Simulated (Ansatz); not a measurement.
Reaction (hydrogenolysis of a C–N bond): `CNC(=N)[SiH3]` + H₂ → `N=C[SiH3]` + CH₃NH₂

Gas-phase electronic energies from Ansatz, PBE0-D4/def2-TZVP geometries. CBS: MP2 limit from def2 TZ/QZ plus the TZ coupled-cluster correction, frozen cores. This one scheme is used for every species. DFT in def2-TZVPP. HSE06 is defined as in plane-wave codes. Each species was taken in one conformer, which may not be the lowest.

```tsv
level	ΔE (kcal/mol)	difference from CCSD(T)/CBS
PBE0-D4	3.2	2.9
r2SCANh-D4	4.2	3.9
r2SCAN0-D4	3.2	2.9
HSE06-D4	3.1	2.8
PBE-QIDH	1.7	1.4
LC-ωPBE	0.8	0.5
MP2/def2-SVP	3.4	3.1
CCSD/def2-SVP	-1.1	-1.4
HF/def2-QZVPP	-6.7	-7.0
MP2/def2-QZVPP	3.0	2.7
CCSD(T)/CBS	0.3	0
```

Largest T1 diagnostic among the species: 0.014.

Leaving LDA and LC-ωPBE aside and taking each functional with its dispersion term where it has one, the values, not all of them listed here, spread over 5.7 kcal/mol, from BHLYP-D4 to revPBE-D4. LDA lies +6.7 kcal/mol from PBE without D4. In def2-TZVPP, CCSD(T) changes the Hartree–Fock value by +6.5 kcal/mol (the triples alone add +1.9 kcal/mol) and MP2 by +9.4 kcal/mol.

CCSD(T)/CBS has its own doubt, a few kJ/mol and more with outer-core shells, so smaller differences from it don't rank the levels.
